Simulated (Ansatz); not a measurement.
Reaction (ligand exchange at the Si–C bond): `C[SiH](Cl)[SiH2]O` + HCl → `O[SiH2][SiH](Cl)Cl` + CH₄

Gas-phase electronic energies from Ansatz, PBE0-D4/def2-TZVP geometries. CBS: MP2 limit from def2 TZ/QZ plus the TZ coupled-cluster correction, frozen cores. This one scheme is used for every species. DFT in def2-TZVPP. B3LYP here is the variant with VWN-RPA as its local correlation; programs differ in this. Each species was taken in one conformer, which may not be the lowest.

```tsv
level	ΔE (eV)
r2SCAN-D4	-1.05
PBE0-D4	-1.01
PBE	-1.02
PBE0	-1.02
B3LYP	-1.06
SCS-MP2/def2-TZVPP	-1.03
MP2/def2-QZVPP	-1.05
MP2/CBS(def2)	-1.07
```

Question: What does CCSD(T)/CBS give? (Estimate.)

Answer: Computed: -1.02 eV. The listed levels differ from it by -0.03, 0.01, 0.00, 0.00, -0.04, -0.01, -0.03, -0.05 eV.

Largest T1 diagnostic among the species: 0.011.

In def2-TZVPP, CCSD(T) changes the Hartree–Fock value by +0.13 eV (the triples alone add +0.00 eV) and MP2 by +0.08 eV.
